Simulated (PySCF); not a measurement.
Sn(Cl)4, Cl4Sn, SMILES [Cl][Sn]([Cl])([Cl])[Cl] (CAM-B3LYP/def2-SVP optimised geometry):

```
5

Cl    -1.542    -2.181    -1.890
Sn    -0.771    -1.091     0.000
Cl    -1.543     1.091     0.000
Cl     1.543    -1.091     0.000
Cl    -1.544    -2.181     1.889
```

Method: CAM-B3LYP/def2-TZVP, def2 effective core potentials past Kr (PySCF 2.14.0).

### Question
What are the frontier orbital energies and the dipole moment?

### Answer
HOMO-2 -11.15 eV, HOMO-1 -11.15 eV, HOMO -11.15 eV, LUMO -2.49 eV, LUMO+1 0.75 eV; dipole moment 0.00 D.

On the same geometry PBE/def2-TZVP, def2 effective core potentials past Kr (PySCF) gives HOMO-2 -8.30 eV, HOMO-1 -8.30 eV, HOMO -8.30 eV, LUMO -4.34 eV, LUMO+1 -1.11 eV; dipole moment 0.00 D.
